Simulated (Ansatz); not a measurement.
One change: `[SiH3]OCS[SiH3]` becomes `[SiH3]O[CH2][ZnH]`.

Ansatz, PBE0-D4/def2-TZVP geometries, multiplicity 1. Each molecule was computed in one conformer, which needn't be the lowest.

Scalar relativity is left out up to krypton.

```csv
property,`[SiH3]OCS[SiH3]`
HOMO–LUMO gap (ωB97M-V/def2-TZVPP) / eV,10.98
HOMO energy (PBE0/def2-TZVPP) / eV,-7.18
LUMO energy (PBE/def2-TZVPP) / eV,-0.97
"ideal-gas entropy at 298 K and 1 bar (rigid rotor, harmonic PBE0-D4/def2-TZVP) / J/(mol·K)",402
HOMO–LUMO gap (B3LYP/def2-TZVPP) / eV,6.63
HOMO–LUMO gap (PBE/def2-TZVPP) / eV,5.01
```

Q: What does the change do to each property? (An estimate is asked.)

A: Ansatz gave: 
| property | `[SiH3]O[CH2][ZnH]` | shift |
| --- | --- | --- |
| HOMO–LUMO gap (ωB97M-V/def2-TZVPP) / eV | 10.16 | -0.82 |
| HOMO energy (PBE0/def2-TZVPP) / eV | -7.18 | 0.00 |
| LUMO energy (PBE/def2-TZVPP) / eV | -1.42 | -0.45 |
| ideal-gas entropy at 298 K and 1 bar (rigid rotor, harmonic PBE0-D4/def2-TZVP) / J/(mol·K) | 353 | -49 |
| HOMO–LUMO gap (B3LYP/def2-TZVPP) / eV | 6.09 | -0.54 |
| HOMO–LUMO gap (PBE/def2-TZVPP) / eV | 4.57 | -0.44 |

The zero-point energy changes by -58.2 kJ/mol with -9 modes. Modes under 60 cm⁻¹, often nearly free rotors, make the harmonic entropy too high.

B3LYP here is the variant with VWN-RPA as its local correlation; programs differ in this.
